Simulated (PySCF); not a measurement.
BrCl2H2NSi, SMILES Cl[Si](N)(Br)Cl. Coordinates come from a B3LYP-D3(BJ)/def2-SVP optimisation. The structure was generated by enumeration, and PubChem lists no compound with its InChIKey, so it may never have been made. One conformer was computed; it need not be the lowest.

Level of theory: PySCF with B3LYP-D3(BJ)/def2-SVP.

Harmonic wavenumbers (cm⁻¹): 94, 136, 178, 208, 224, 285, 349, 395, 545, 591, 835, 910, 1525, 3570, 3670. Rotational constants (GHz): 1.702, 1.106, 0.8848; symmetry number 1.

### Question
Work out the zero-point energy and the ideal-gas rigid-rotor harmonic-oscillator thermochemistry at 298.15 K and 1 atm.

### Answer
ZPE = ½ Σ hcν = ½ × 13517 cm⁻¹ = 80.85 kJ/mol. H − E(el) = 103.05 kJ/mol. Entropy in J/(mol K): translation 174.50, rotation 124.04, vibration 74.29, total 372.84. G − E(el) = -8.11 kJ/mol. Cp = 106.41 J/(mol K). Modes under 150 cm⁻¹ make the vibrational entropy uncertain.
